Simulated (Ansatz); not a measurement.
`CN(C)CCCN` + `BN` → `NBCCN` + `CN(C)C`  (formal exchange of groups at a C–C bond)

Gas-phase electronic energies from Ansatz, PBE0-D4/def2-TZVP geometries. CCSD(T)/CBS adds triple-zeta CCSD(T) − MP2 to the extrapolated MP2 energy (def2 sets, frozen cores). This one scheme is used for every species. Each species was taken in one conformer, which may not be the lowest.

`CN(C)CCCN`:

Cartesian coordinates in Å:
```
C -1.416 1.399 1.193
N -0.637 0.675 0.216
C -0.544 1.425 -1.016
C 0.672 0.333 0.750
C 1.445 -0.699 -0.056
C 0.765 -2.064 -0.143
N -0.430 -2.149 -0.965
H -1.536 0.796 2.095
H -0.952 2.360 1.482
H -2.409 1.614 0.792
H -0.029 0.844 -1.782
H -0.003 2.380 -0.889
H -1.546 1.650 -1.386
H 0.514 -0.071 1.756
H 1.289 1.245 0.874
H 1.658 -0.328 -1.065
H 2.420 -0.818 0.430
H 0.500 -2.385 0.872
H 1.485 -2.801 -0.511
H -1.054 -1.392 -0.704
H -0.192 -2.015 -1.941
```

`BN`:

Cartesian coordinates in Å:
```
B -0.507 -0.317 -0.331
N 0.521 0.326 0.340
H -1.162 0.303 -1.118
H -0.712 -1.474 -0.105
H 1.111 -0.133 1.014
H 0.749 1.295 0.200
```

`NBCCN`:

Cartesian coordinates in Å:
```
N -0.266 -1.446 1.796
B -0.772 -0.632 0.788
C -0.129 0.762 0.432
C 0.021 0.940 -1.071
N 0.821 -0.152 -1.608
H -0.677 -2.328 2.047
H 0.560 -1.220 2.325
H -1.762 -1.005 0.217
H 0.846 0.903 0.920
H -0.776 1.559 0.821
H 0.427 1.938 -1.302
H -0.968 0.884 -1.536
H 0.921 -0.075 -2.613
H 1.755 -0.128 -1.216
```

`CN(C)C`:

Cartesian coordinates in Å:
```
C -1.239 0.550 -0.240
N -0.194 -0.428 -0.065
C 0.340 -0.395 1.274
C 0.847 -0.270 -1.051
H -1.663 0.467 -1.244
H -2.039 0.374 0.482
H -0.881 1.589 -0.107
H -0.459 -0.572 1.998
H 0.817 0.572 1.523
H 1.089 -1.181 1.396
H 0.424 -0.354 -2.055
H 1.596 -1.056 -0.931
H 1.362 0.706 -0.979
```

```
    species  CCSD(T)/CBS(def2) energy (Eh)
`CN(C)CCCN`                     -308.07936
       `BN`                      -81.93499
    `NBCCN`                     -215.76758
   `CN(C)C`                     -174.25827
```

**Question.** Work out ΔE.

**Answer.** ΔE = (-215.76758) + (-174.25827) − (-308.07936) − (-81.93499) = -0.01150 Eh = -7.2 kcal/mol.

Largest T1 diagnostic among the species: 0.012.

The D4 term adds +2.1 kcal/mol with B3LYP and +1.3 kcal/mol with PBE0; it sums over pairs of atoms, weighted by their polarisabilities, and B3LYP, whose exchange is more repulsive, gets the larger term. In def2-TZVPP, CCSD(T) changes the Hartree–Fock value by +3.4 kcal/mol (the triples alone add +0.7 kcal/mol) and MP2 by +3.4 kcal/mol.

B3LYP here is the variant with VWN-RPA as its local correlation; programs differ in this.
